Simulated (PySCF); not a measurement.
## Assigning NMR signals

Geometry:
```json
{"atom": "N1", "x (Å)": "2.471", "y (Å)": "-1.655", "z (Å)": "0.213"}
{"atom": "C2", "x (Å)": "1.636", "y (Å)": "-1.096", "z (Å)": "-0.329"}
{"atom": "C3", "x (Å)": "0.582", "y (Å)": "-0.374", "z (Å)": "-1.010"}
{"atom": "C4", "x (Å)": "-0.171", "y (Å)": "0.521", "z (Å)": "-0.039"}
{"atom": "C5", "x (Å)": "0.137", "y (Å)": "1.778", "z (Å)": "0.125"}
{"atom": "O6", "x (Å)": "0.410", "y (Å)": "2.894", "z (Å)": "0.219"}
{"atom": "C7", "x (Å)": "-1.225", "y (Å)": "-0.129", "z (Å)": "0.805"}
{"atom": "F8", "x (Å)": "-2.066", "y (Å)": "-0.865", "z (Å)": "0.059"}
{"atom": "F9", "x (Å)": "-0.717", "y (Å)": "-0.968", "z (Å)": "1.721"}
{"atom": "F10", "x (Å)": "-1.970", "y (Å)": "0.762", "z (Å)": "1.468"}
{"atom": "H11", "x (Å)": "-0.114", "y (Å)": "-1.094", "z (Å)": "-1.451"}
{"atom": "H12", "x (Å)": "1.027", "y (Å)": "0.225", "z (Å)": "-1.807"}
```

How the numbers were obtained: σ from GIAO-PBE0/pcSseg-1, GFN2-xTB structure, in PySCF 2.14.0 with density-fitted response routines (non-relativistic Hamiltonian, rapidly exchanging positions averaged, gas phase, single conformer).

Referencing at the same level of theory: ¹³C (σ = 186.93 ppm) vs TMS.

**Question.** Assign these signals to the numbered atoms. ¹³C{¹H} NMR (computed): δ 196.6, 135.5, 120.6, 35.9, 13.3.

**Answer.** 
| δ (ppm) | atoms | environment | reason |
| --- | --- | --- | --- |
| 196.6 | C5 | central carbon of a ketene | – |
| 135.5 | C7 | CF3 carbon | 3 electronegative neighbours deshield it |
| 120.6 | C2 | nitrile carbon | C≡N carbons fall here, among the sp2 signals but without a proton |
| 35.9 | C4 | terminal carbon of a ketene | – |
| 13.3 | C3 | allylic sp3 CH2 | aliphatic region, no heteroatom directly attached |

Splittings by ¹⁹F in the carbon and heteronuclear signals aren't shown, as no couplings were computed. Shifts are as computed. Against solution values, carbons near 30 ppm lie about +3 ppm off and those near 130 ppm about +5 ppm (rms about the fit 2.1 ppm; single classes can miss by 10 ppm). Of 1328 compounds with measured shifts, 309 miss one by over three times the rms of a fit or turn the order of signals round; such compounds aren't used in these exercises. Signals without a measured value on file couldn't be tested in this way; 1H shifts scatter by 0.2 ppm about their fit, and single ones miss by 0.5 ppm.
